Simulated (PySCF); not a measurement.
How exact exchange moves a shielding

Molecule: `F[Si]([SiH3])([SiH3])P`, FH8PSi3.

Geometry:
```json
{"atom": "F1", "x (Å)": "0.264", "y (Å)": "-0.308", "z (Å)": "-2.316"}
{"atom": "Si2", "x (Å)": "-0.083", "y (Å)": "0.029", "z (Å)": "-0.748"}
{"atom": "Si3", "x (Å)": "1.923", "y (Å)": "0.412", "z (Å)": "0.403"}
{"atom": "Si4", "x (Å)": "-1.283", "y (Å)": "-1.760", "z (Å)": "0.185"}
{"atom": "P5", "x (Å)": "-1.434", "y (Å)": "1.851", "z (Å)": "-0.705"}
{"atom": "H6", "x (Å)": "2.632", "y (Å)": "1.595", "z (Å)": "-0.174"}
{"atom": "H7", "x (Å)": "1.565", "y (Å)": "0.708", "z (Å)": "1.826"}
{"atom": "H8", "x (Å)": "2.830", "y (Å)": "-0.775", "z (Å)": "0.368"}
{"atom": "H9", "x (Å)": "-2.579", "y (Å)": "-1.967", "z (Å)": "-0.529"}
{"atom": "H10", "x (Å)": "-1.561", "y (Å)": "-1.420", "z (Å)": "1.616"}
{"atom": "H11", "x (Å)": "-0.478", "y (Å)": "-3.019", "z (Å)": "0.133"}
{"atom": "H12", "x (Å)": "-1.423", "y (Å)": "1.841", "z (Å)": "0.727"}
{"atom": "H13", "x (Å)": "-0.365", "y (Å)": "2.798", "z (Å)": "-0.793"}
```

GIAO shieldings (ppm, equivalent atoms averaged) in PySCF on the PBE0-D3(BJ)/def2-SVP geometry, basis pcSseg-1, gas phase, non-relativistic:

| functional | exact exchange (%) | σ(F1) | σ(Si2) | σ(Si3/Si4) |
| --- | --- | --- | --- | --- |
| BLYP | 0 | 395.7 | 259.8 | 428.4 |
| BP86 | 0 | 398.1 | 272.2 | 437.9 |
| PBE | 0 | 398.2 | 273.6 | 440.5 |
| PBE0 | 25 | 415.7 | 295.0 | 453.1 |
| mPW1PW91 | 25 | 416.4 | 293.7 | 449.9 |
| BHandHLYP | 50 | 425.2 | 303.2 | 454.9 |
| HF | 100 | 443.6 | 350.2 | 483.3 |

**Question.** Fit each shielding as a line in the percentage of exact exchange.

**Answer.** σ(F1) = 399.9 + 0.47 x (rms 3.3 ppm); σ(Si2) = 269.8 + 0.80 x (rms 5.4 ppm); σ(Si3/Si4) = 436.5 + 0.46 x (rms 4.4 ppm). The functionals also differ in their semilocal parts, which the line can't hold; Hartree–Fock has no correlation at all.

**Question.** What does the line predict for B3LYP (20 %), and what does the run give?

**Answer.** σ(F1): 409.3 predicted, 409.7 computed; σ(Si2): 285.8 predicted, 277.3 computed; σ(Si3/Si4): 445.7 predicted, 439.0 computed ppm.
